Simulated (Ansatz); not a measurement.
Cartesian coordinates (Å):
```xyz
6

Zn     0.0177     0.0071    -0.0050
Cl     1.7747     0.4722     1.0988
C     -1.5794    -0.4143    -1.0109
H     -1.6633     0.2385    -1.8981
H     -2.4811    -0.2713    -0.3892
H     -1.5580    -1.4640    -1.3541
```
Charge 0, multiplicity 1.

Method: frozen-core CCSD(T)/def2-TZVPP // TPSS-D3(BJ)/def2-SVP in Ansatz (a quantum-chemistry and plane-wave program).

- HF energy = -2277.00286 Ha
- MP2 correlation energy = -1.20701 Ha

Question: Estimate the CCSD correlation energy, the (T) correction, the total energy and the T1 diagnostic.

Answer: 
```json
{
 "CCSD correlation energy": "-1.15302 Ha",
 "(T) correction": "-0.03356 Ha",
 "CCSD(T) total energy": "-2278.18944 Ha",
 "T1 diagnostic": "0.013"
}
```
